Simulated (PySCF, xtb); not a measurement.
C₂H₃Cl₂FSi, SMILES F/C(=C/Cl)[SiH2]Cl.

GFN2-xTB (xtb 6.7.1) at its own geometry gives an orbital gap of 3.98 eV and a dipole moment of 1.23 D.

Geometry: PBE0-D3(BJ)/def2-SVP. The structure was generated by enumeration; whether it is a known compound was not checked. Other conformers were not sampled.

Task: What does PBE/def2-TZVP (PySCF) give? (The exact figures need the calculation; the answer reports its results.)

Result: gap 4.16 eV (levels -6.39 and -2.23 eV), dipole 1.15 D.
